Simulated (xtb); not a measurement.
xtb input:

```bash
xtb mol.xyz --gfn 2 --sp --chrg 1 --uhf 0
```
mol.xyz:
```
3

Sb    -0.15246409    -0.12031107     0.27598965
F     -0.42184238     1.47488843    -0.75930278
F      1.28580557    -0.79312570    -0.80463857
```

Problem. What final total energy does it print?

Solution. -11.22779 Eh (GFN2-xTB).

This state (charge 1, singlet) is run at the relaxed geometry of the species with charge 0 and multiplicity 2.
